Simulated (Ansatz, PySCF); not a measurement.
Sn(H)(Br)(NH2)2 (BrH5N2Sn), SMILES [NH2][SnH]([Br])[NH2]. Atoms are numbered in the order given.

```xyz
9

Sn     0.2498    -0.6176     0.7971
N     -1.3164    -1.8884     0.4805
N      1.8453    -1.4514    -0.1650
Br    -0.2000     1.6966    -0.1745
H      0.5380    -0.4215     2.4718
H     -2.0708    -1.7531     1.1550
H     -1.7243    -1.7814    -0.4494
H      1.5391    -2.0285    -0.9502
H      2.4942    -0.7544    -0.5328
```
Charge 0, spin multiplicity 1.

Geometry: B3LYP-D3(BJ)/def2-SVP. The def2 effective core potentials stand for the cores of Sn; spin–orbit coupling is left out. The values are those of a single conformer.

Two levels are set side by side: PBE-D3(BJ)/def2-SVP (Ansatz, an electronic-structure program) and B3LYP-D3(BJ)/def2-SVP (Ansatz). Each level has its own optimised geometry; the coordinates shown are those of the second. Frequencies come from the Hessian of PySCF at each geometry. Differences are taken from unrounded values.

```
quantity                            B3LYP-D3(BJ)  PBE-D3(BJ)  PBE-D3(BJ) minus B3LYP-D3(BJ)
----------------------------------  ------------  ----------  -----------------------------
mean bond length (Å)                       1.553       1.564                          0.011
bond Sn1–N2 (Å)                            2.042       2.058                          0.016
bond Sn1–N3 (Å)                            2.041       2.057                          0.016
bond Sn1–Br4 (Å)                           2.550       2.557                          0.007
bond Sn1–H5 (Å)                            1.711       1.723                          0.012
bond N2–H6 (Å)                             1.021       1.030                          0.009
bond N2–H7 (Å)                             1.021       1.030                          0.009
bond N3–H8 (Å)                             1.021       1.031                          0.009
bond N3–H9 (Å)                             1.021       1.030                          0.009
highest harmonic wavenumber (cm⁻¹)          3593        3502                            -90
mean harmonic wavenumber (cm⁻¹)             1206        1176                            -30
zero-point energy (kcal/mol)               36.21       35.31                          -0.90
```

GGA bonds tend to be longer and softer than those of functionals with exact exchange. Differences between two approximate levels are no errors against the true value.
